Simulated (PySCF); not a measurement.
A calculated (PBE0, PySCF 2.14, cc-pVDZ-X2C, the spin-free X2C one-electron Hamiltonian (Gaussian nucleus)) atom or ion has these occupied shells.

| shell | electrons | orbital energy (eV) | rms radius, mean of both spins (bohr) |
| --- | --- | --- | --- |
| 1s α | 1 | -46684.2 | 0.0259 |
| 1s β | 1 | -46684.2 | 0.0259 |
| 2s α | 1 | -7656.9 | 0.105 |
| 2s β | 1 | -7656.8 | 0.105 |
| 2p α | 3 | -6839.3 | 0.0941 |
| 2p β | 3 | -6839.3 | 0.0941 |
| 3s α | 1 | -1689.2 | 0.272 |
| 3s β | 1 | -1687.0 | 0.272 |
| 3p α | 3 | -1431.2 | 0.272 |
| 3p β | 3 | -1428.9 | 0.272 |
| 3d α | 5 | -1076.5 | 0.250 |
| 3d β | 5 | -1074.4 | 0.250 |
| 4s α | 1 | -341.49 | 0.616 |
| 4s β | 1 | -335.44 | 0.616 |
| 4p α | 3 | -256.02 | 0.655 |
| 4p β | 3 | -249.65 | 0.655 |
| 4d α | 5 | -134.46 | 0.727 |
| 4d β | 5 | -127.18 | 0.727 |
| 5s α | 1 | -47.774 | 1.54 |
| 5s β | 1 | -44.416 | 1.54 |
| 5p α | 3 | -27.239 | 1.84 |
| 5p β | 3 | -24.697 | 1.84 |
| 4f α | 7 | -5.225 | 1.33 |

Problem. Name the element and its charge.

Solution. Sm⁺ (samarium, charge +1), in [Xe] 4f7, high-spin 8S determinant (an excited configuration).
